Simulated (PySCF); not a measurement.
Species: C2H6BFN2.
SMILES with atom numbers: `[CH3:1][NH2+:2][B@H-:3]([F:4])[C:5]#[N:6]` (hydrogens: H7, H8, H9 on C1; H10, H11 on N2; H12 on B3)

Method used: PBE0-D3(BJ)/def2-SVP geometry optimisation, gas phase in PySCF.

(1) What internal coordinates does the optimisation give?

## Answers

(1) 
| bond | length (Å) |
| --- | --- |
| C1–N2 | 1.469 |
| N2–B3 | 1.637 |
| B3–F4 | 1.385 |
| B3–C5 | 1.596 |
| C5≡N6 | 1.160 |
| C1–H7, C1–H8, C1–H9 | 1.098 |
| N2–H10 | 1.023 |
| N2–H11 | 1.024 |
| B3–H12 | 1.223 |

Bonds in one row agree within 0.01 Å and their mean is given. A selection of angles:
| angle | degrees |
| --- | --- |
| N2–C1–H7 | 111.3 |
| N2–C1–H8 | 108.7 |
| H7–C1–H8 | 109.8 |
| H8–C1–H9 | 108.5 |
| C1–N2–B3 | 116.0 |
| C1–N2–H10 | 111.1 |
| C1–N2–H11 | 110.8 |
| B3–N2–H10 | 105.6 |
| B3–N2–H11 | 106.9 |
| H10–N2–H11 | 105.9 |
| N2–B3–F4 | 104.1 |
| N2–B3–C5 | 104.2 |
| N2–B3–H12 | 105.9 |
| F4–B3–C5 | 113.9 |
| F4–B3–H12 | 115.0 |
| C5–B3–H12 | 112.3 |
| B3–C5–N6 | 175.6 |

Torsions: C1–N2–B3–F4 -179° (antiperiplanar).

The C–N distances run from 1.160 Å (C5≡N6, drawn triple) to 1.469 Å (C1–N2, drawn single), a spread of 0.309 Å. B3 (four-coordinate boron) is distorted tetrahedral (angles from 104.1° to 115.0°). N2 (nitrogen bonded to B, C and 2 H) is distorted tetrahedral (angles from 105.6° to 116.0°). Of the pairs four or more bonds apart, C5···H9 is among the closest relative to their van der Waals radii: 2.65 Å, 91 % of the sum of Bondi's values.

Point group: C1 (no symmetry element, even within 0.4 Å). PBE0-D3(BJ)/def2-SVP frequencies: not computed here. One conformer, not necessarily the lowest.

On one thread of an Arm Neoverse V1, shared host, this took 20 s wall. That covers the optimisation of the geometry.
